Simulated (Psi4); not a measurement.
diethyl sulfide (C4H10S), singlet, at a GFN2-xTB geometry; HF/STO-3G run with Psi4.

The Psi4 input:
```
memory 2 GB

molecule {
0 1
  C     2.56067389   -0.00775777   -0.23838779
  C     1.10635410    0.24956373   -0.58126604
  S     0.03804887   -0.22478062    0.82901552
  C    -1.55389328    0.47558897    0.27674279
  C    -2.19296169   -0.31591990   -0.84877641
  H     2.85020935    0.56766127    0.63758031
  H     3.19655208    0.27799774   -1.07400280
  H     2.71677553   -1.06199573   -0.02277990
  H     0.93035272    1.30838251   -0.77718921
  H     0.80309992   -0.33853633   -1.44801159
  H    -1.37511004    1.51243661   -0.01120054
  H    -2.18265605    0.45799818    1.16637994
  H    -2.31489538   -1.35557764   -0.55418283
  H    -1.58215306   -0.27895306   -1.74808380
  H    -3.17199533    0.09822634   -1.08263340
}

set basis sto-3g
set scf_type pk
set puream true
set d_convergence 1e-8

energy('scf')
print_variables()
```

It wrote (shortened):

```
   => Loading Basis Set <=

    Name: STO-3G
    Role: ORBITAL
    Keyword: BASIS

         ---------------------------------------------------------
                                   SCF
               by Justin Turney, Rob Parrish, Andy Simmonett
                          and Daniel G. A. Smith
                              RHF Reference
         ---------------------------------------------------------

  ==> Geometry <==

    Molecular point group: c1
    Full point group: C1

    Geometry (in Angstrom), charge = 0, multiplicity = 1:

       Center              X                  Y                   Z               Mass
    ------------   -----------------  -----------------  -----------------  -----------------
         C            2.559255335242     0.005257934901    -0.292274513914    12.000000000000
         C            1.104935545242     0.262579434901    -0.635152763914    12.000000000000
         S            0.036630315242    -0.211764915099     0.775128796086    31.972071174400
         C           -1.555311834758     0.488604674901     0.222856066086    12.000000000000
         C           -2.194380244758    -0.302904195099    -0.902663133914    12.000000000000
         H            2.848790795242     0.580676974901     0.583693586086     1.007825032230
         H            3.195133525242     0.291013444901    -1.127889523914     1.007825032230
         H            2.715356975242    -1.048980025099    -0.076666623914     1.007825032230
         H            0.928934165242     1.321398214901    -0.831075933914     1.007825032230
         H            0.801681365242    -0.325520625099    -1.501898313914     1.007825032230
         H           -1.376528594758     1.525452314901    -0.065087263914     1.007825032230
         H           -2.184074604758     0.471013884901     1.112493216086     1.007825032230
         H           -2.316313934758    -1.342561935099    -0.608069553914     1.007825032230
         H           -1.583571614758    -0.265937355099    -1.801970523914     1.007825032230
         H           -3.173413884758     0.111242044901    -1.136520123914     1.007825032230

  Running in c1 symmetry.

  Rotational constants: A =      0.28005  B =      0.06840  C =      0.06049 [cm^-1]
  Rotational constants: A =   8395.70358  B =   2050.71146  C =   1813.37393 [MHz]
  Nuclear repulsion =  236.155232410154753

  Charge       = 0
  Multiplicity = 1
  Electrons    = 50
  Nalpha       = 25
  Nbeta        = 25

  ==> Algorithm <==

  SCF Algorithm Type is PK.
  DIIS enabled.
  MOM disabled.
  Fractional occupation disabled.
  Guess Type is SAD.
  Energy threshold   = 1.00e-06
  Density threshold  = 1.00e-08
  Integral threshold = 1.00e-12

  ==> Primary Basis <==

  Basis Set: STO-3G
    Blend: STO-3G
    Number of shells: 27
    Number of basis functions: 39
    Number of Cartesian functions: 39
    Spherical Harmonics?: true
    Max angular momentum: 1

  ==> Integral Setup <==

  Using in-core PK algorithm.
   Calculation information:
      Number of atoms:                  15
      Number of AO shells:              27
      Number of primitives:             81
      Number of atomic orbitals:        39
      Number of basis functions:        39

      Integral cutoff                 1.00e-12
      Number of threads:                 1

  Performing in-core PK
  Using 609180 doubles for integral storage.
  We computed 65870 shell quartets total.
  Whereas there are 71631 unique shell quartets.

  ==> DiskJK: Disk-Based J/K Matrices <==

    J tasked:                  Yes
    K tasked:                  Yes
    wK tasked:                  No
    Schwarz Cutoff:          1E-12

  Minimum eigenvalue in the overlap matrix is 2.0830100249E-01.
  Reciprocal condition number of the overlap matrix is 8.4224909860E-02.
    Using symmetric orthogonalization.

  ==> Pre-Iterations <==

  SCF Guess: Superposition of Atomic Densities via on-the-fly atomic UHF (no occupation information).

   -------------------------
    Irrep   Nso     Nmo
   -------------------------
     A         39      39
   -------------------------
    Total      39      39
   -------------------------

  ==> Iterations <==

                        Total Energy        Delta E     RMS |[F,P]|

   @RHF iter SAD:  -544.28452400875676   -5.44285e+02   0.00000e+00
   @RHF iter   1:  -548.59234026655110   -4.30782e+00   5.99043e-03 DIIS/ADIIS
   @RHF iter   2:  -548.63417504856159   -4.18348e-02   1.78374e-03 DIIS/ADIIS
   @RHF iter   3:  -548.63733967116411   -3.16462e-03   2.99597e-04 DIIS/ADIIS
   @RHF iter   4:  -548.63749600918038   -1.56338e-04   3.11928e-05 DIIS
   @RHF iter   5:  -548.63749753349623   -1.52432e-06   6.37822e-06 DIIS
   @RHF iter   6:  -548.63749759886514   -6.53689e-08   1.23963e-06 DIIS
   @RHF iter   7:  -548.63749760194798   -3.08285e-09   1.53368e-07 DIIS
   @RHF iter   8:  -548.63749760199369   -4.57021e-11   2.10235e-08 DIIS
   @RHF iter   9:  -548.63749760199471   -1.02318e-12   6.45285e-09 DIIS
  Energy and wave function converged.

  ==> Post-Iterations <==

    Orbital Energies [Eh]
    ---------------------

    Doubly Occupied:

       1A    -90.722457     2A    -11.042039     3A    -11.041452
       4A    -11.041154     5A    -11.039287     6A     -8.626087
       7A     -6.258294     8A     -6.256052     9A     -6.253290
      10A     -1.030267    11A     -0.985532    12A     -0.874099
      13A     -0.802523    14A     -0.719629    15A     -0.594377
      16A     -0.587124    17A     -0.563777    18A     -0.530532
      19A     -0.491259    20A     -0.485808    21A     -0.478070
      22A     -0.462209    23A     -0.385887    24A     -0.327404
      25A     -0.238384

    Virtual:

      26A      0.455488    27A      0.467539    28A      0.638343
      29A      0.646107    30A      0.682380    31A      0.689600
      32A      0.699281    33A      0.709335    34A      0.744761
      35A      0.750780    36A      0.769460    37A      0.783225
      38A      0.788234    39A      0.805651

    Final Occupation by Irrep:
              A
    DOCC [    25 ]
    NA   [    25 ]
    NB   [    25 ]

  @RHF Final Energy:  -548.63749760199471

   => Energetics <=

    Nuclear Repulsion Energy =            236.1552324101547526
    One-Electron Energy =               -1225.9114732562491099
    Two-Electron Energy =                 441.1187432440996758
    Total Energy =                       -548.6374976019947098

Computation Completed

Properties will be evaluated at   0.000000,   0.000000,   0.000000 [a0]

Properties computed using the SCF density matrix

 Multipole Moments:

 ------------------------------------------------------------------------------------
     Multipole            Electronic (a.u.)      Nuclear  (a.u.)        Total (a.u.)
 ------------------------------------------------------------------------------------

 L = 1.  Multiply by 2.5417464519 to convert [e a0] to [Debye]
 Dipole X            :          0.0601907           -0.1340344           -0.0738437
 Dipole Y            :         -1.0437366            1.2298062            0.1860695
 Dipole Z            :          4.7757645           -5.0915579           -0.3157933
 Magnitude           :                                                    0.3738987

 ------------------------------------------------------------------------------------

  Variable Map:
  ----------------------------------------------------------------------------
  "CURRENT ENERGY"           =>    -548.637497601995
  "CURRENT REFERENCE ENERGY" =>    -548.637497601995
  "DD SOLVATION ENERGY"      =>       0.000000000000
  "HF KINETIC ENERGY"        =>     542.734060823921
  "HF POTENTIAL ENERGY"      =>   -1091.371558425916
  "HF TOTAL ENERGY"          =>    -548.637497601995
  "HF VIRIAL RATIO"          =>       2.010877218152
  "NUCLEAR REPULSION ENERGY" =>     236.155232410155
  "ONE-ELECTRON ENERGY"      =>   -1225.911473256249
  "PCM POLARIZATION ENERGY"  =>       0.000000000000
  "PE ENERGY"                =>       0.000000000000
  "SCF ITERATION ENERGY"     =>    -548.637497601995
  "SCF ITERATIONS"           =>       9.000000000000
  "SCF TOTAL ENERGY"         =>    -548.637497601995
  "TWO-ELECTRON ENERGY"      =>     441.118743244100

  Array Variable Map:
  ----------------------------------------------------------------------------
  "CURRENT DIPOLE"           =>      -0.073843713077 ... -0.315793344314 1 by 3
  "SCF DIPOLE"               =>      -0.073843713077 ... -0.315793344314 1 by 3
  "SCF TOTAL ENERGIES"       =>    -544.284524008757 ... -548.637497601995 1 by 10
```
